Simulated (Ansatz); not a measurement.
(ClAlO)4 cubane (Al₄Cl₄O₄). The state is a singlet with charge 0. Geometry PBE-D4/def2-SVP.

```xyz
12

Al    0.7227   -0.9254   -1.1238
Cl    1.6490   -2.1112   -2.5646
O     1.5552    0.3908   -0.0960
Al    0.1407    1.5651   -0.4148
Cl    0.3213    3.5716   -0.9455
O    -0.7018    0.2416   -1.4247
Al   -1.5735   -0.3954    0.0971
Cl   -3.5904   -0.9018    0.2215
O    -0.1391   -1.5470    0.4099
Al    0.7100   -0.2444    1.4414
Cl    1.6202   -0.5586    3.2888
O    -0.7143    0.9146    1.1108
```

Task: Estimate the orbital energies around the gap (eV) in Ansatz with PBE-D4/def2-TZVP, r2SCAN-D4/def2-TZVP, PBE0-D4/def2-SVP, PBE0-D4/def2-TZVP, r2SCAN0-D4/def2-TZVP.

Result: 
```csv
orbital,PBE-D4/def2-TZVP,r2SCAN-D4/def2-TZVP,PBE0-D4/def2-SVP,PBE0-D4/def2-TZVP,r2SCAN0-D4/def2-TZVP
HOMO−13,-9.55,-9.97,-11.30,-11.21,-11.51
HOMO−12,-9.55,-9.97,-11.30,-11.21,-11.51
HOMO−11,-9.55,-9.97,-11.30,-11.21,-11.51
HOMO−10,-8.64,-9.03,-10.22,-10.20,-10.50
HOMO−9,-8.64,-9.03,-10.22,-10.20,-10.50
HOMO−8,-8.64,-9.03,-10.22,-10.20,-10.50
HOMO−7,-8.46,-8.85,-9.89,-9.94,-10.20
HOMO−6,-8.46,-8.85,-9.89,-9.94,-10.20
HOMO−5,-8.42,-8.81,-9.89,-9.94,-10.20
HOMO−4,-8.42,-8.81,-9.85,-9.91,-10.16
HOMO−3,-8.42,-8.81,-9.85,-9.91,-10.16
HOMO−2,-8.35,-8.76,-9.83,-9.88,-10.13
HOMO−1,-8.35,-8.76,-9.83,-9.88,-10.13
HOMO,-8.35,-8.76,-9.83,-9.88,-10.13
LUMO,-2.79,-2.38,-1.84,-1.95,-1.71
LUMO+1,-1.11,-0.69,-0.06,-0.30,-0.05
LUMO+2,-1.11,-0.69,-0.06,-0.30,-0.05
LUMO+3,-1.11,-0.69,-0.06,-0.30,-0.05
LUMO+4,-0.08,0.49,1.14,0.88,1.18
LUMO+5,-0.08,0.49,1.14,0.88,1.18
```
